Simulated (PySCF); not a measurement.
The same groups moved round the core (propene amino). All species are isolated molecules in the gas phase. One relaxed conformer stands for each flexible species; it need not be the lowest. Strings in code marks are SMILES.

The vertical ionisation energy (Delta-SCF) from two functionals at the same geometries (r2SCAN-D4/def2-TZVP), both in PySCF: PBE-D3(BJ)/def2-TZVP and r2SCAN-D4/def2-TZVP. Delta-SCF ions had no search for a lower state. 

```tsv
species	PBE-D3(BJ)/def2-TZVP (eV)
`C=C(C)N`	8.05
`C/C=C/N`	7.82
`C/C=C\N`	7.87
```

**Question.** What does r2SCAN-D4/def2-TZVP give for each?

**Answer.** 
- `C=C(C)N`: 7.99
- `C/C=C/N`: 7.80
- `C/C=C\N`: 7.83
Over these rows, drawn at random from the members with no instability flagged (it was tested for open shells, ions and some series alone), PBE minus r2SCAN-D4: mean +0.04 eV, from +0.03 eV to +0.06 eV.
